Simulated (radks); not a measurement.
Results of a calculation; reference values are marked as such.
Q: These are the eigenvalues of the occupied orbitals of an atom or ion with whole-number occupations (hartree). Level of theory: scalar-relativistic Kohn-Sham, PBE, spin-unpolarised, spherical densities, point nucleus (a radial shooting solver on a logarithmic mesh with Libxc functionals).

1s: -934.5677
2s: -140.7794
2p: -126.6553
3s: -28.79361
3p: -24.15501
3d: -16.84921
4s: -6.97565
4p: -5.58122
4d: -3.51062

Which element is it, and in what charge state? The configuration may be excited.

A: Z = 47, silver, charge +6: Ag6+ in [Kr] 4d5. The list shows which subshells hold electrons but not how many an open one holds; the 1s level, -934.57 hartree, gives Z - s = 43.2 by -(Z - s)^2/2, which with screening and relativity narrows Z to a few neighbours, and the depths of the outer levels then fix element, charge and occupations together.
